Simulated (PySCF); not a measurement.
**Spin-rotation constants: `C1C([SiH2]N([SiH3])[SiH2]Br)CCC1`, C₅H₁₆BrNSi₃**

Cartesian coordinates in Å; atom numbers follow the order of the lines, from 1:
```xyz
26

Si    2.1918    1.2309    1.5780
N     2.2336    0.1001    0.2494
Si    3.2335   -1.2989    0.3122
Br    1.9668   -3.0567    0.7034
Si    1.1146    0.3001   -1.0873
C    -0.6434    0.4851   -0.4197
C    -1.1579   -0.7085    0.3898
C    -2.6716   -0.4793    0.4657
C    -3.0332    0.3385   -0.7894
C    -1.7054    0.6050   -1.5117
H     1.7918    2.5190    1.0235
H     1.2501    0.7517    2.5929
H     3.5449    1.2834    2.1312
H     4.1519   -1.2241    1.4319
H     3.8539   -1.5366   -0.9798
H     1.2306   -0.8928   -1.9330
H     1.5675    1.4819   -1.8299
H    -0.7036    1.3774    0.2146
H    -0.7019   -0.7766    1.3767
H    -0.9472   -1.6395   -0.1398
H    -3.2136   -1.4229    0.5068
H    -2.9197    0.0848    1.3656
H    -3.7301   -0.1974   -1.4323
H    -3.5041    1.2803   -0.5058
H    -1.5335   -0.1585   -2.2722
H    -1.6869    1.5766   -2.0043
```

Method used: GIAO B3LYP/pcSseg-1 magnetisability, rotational g tensor and spin-rotation constants, non-relativistic, gas phase (PySCF). Geometry: GFN2-xTB.

The calculation is non-relativistic, which matters for the atoms heavier than Zn.

Q: Give the nuclear spin-rotation constants along the inertial axes (H = +C I·J) beside the isotropic shieldings.

A: Rotational constants 0.7771, 0.3837, 0.3045 GHz. A star marks the isotopologue with that one atom substituted, in its own axes.
```tsv
atom	isotope	Caa (kHz)	Cbb (kHz)	Ccc (kHz)	mean (kHz)	σ (ppm)
N2	14N	0.028	0.011	0.015	0.018	238.7
Br4	79Br	0.550	0.213	0.402	0.388	2559.5
H11	1H	-0.007	-0.016	-0.026	-0.016	27.3
H12	1H	-0.063	-0.018	0.000	-0.027	27.0
H13	1H	0.007	-0.019	-0.028	-0.013	27.1
H14	1H	-0.010	-0.028	-0.011	-0.016	26.3
H15	1H	-0.058	-0.037	0.016	-0.026	26.3
H16	1H	-0.055	-0.011	-0.011	-0.025	27.2
H17	1H	-0.062	0.002	-0.015	-0.025	26.9
H18	1H	-0.068	-0.021	-0.019	-0.036	30.8
H19	1H	-0.047	-0.037	-0.006	-0.030	29.6
H20	1H	-0.065	-0.016	-0.020	-0.034	30.3
H21	1H	-0.087	0.013	-0.032	-0.035	29.9
H22	1H	-0.081	-0.032	0.000	-0.037	30.2
H23	1H	-0.061	-0.008	-0.025	-0.032	29.9
H24	1H	-0.022	-0.026	-0.028	-0.025	30.1
H25	1H	-0.073	-0.026	-0.011	-0.037	30.7
H26	1H	-0.047	-0.013	-0.028	-0.029	30.1
Si1	29Si*	-0.469	-0.221	-0.173	-0.288	390.2
Si3	29Si*	-0.452	-0.244	-0.206	-0.301	350.8
Si5	29Si*	-0.466	-0.248	-0.192	-0.302	357.0
C6	13C*	0.131	0.064	0.053	0.083	150.9
C7	13C*	0.132	0.069	0.057	0.086	145.2
C8	13C*	0.117	0.069	0.051	0.079	153.3
```
For the geometry as given, no vibrational averaging.
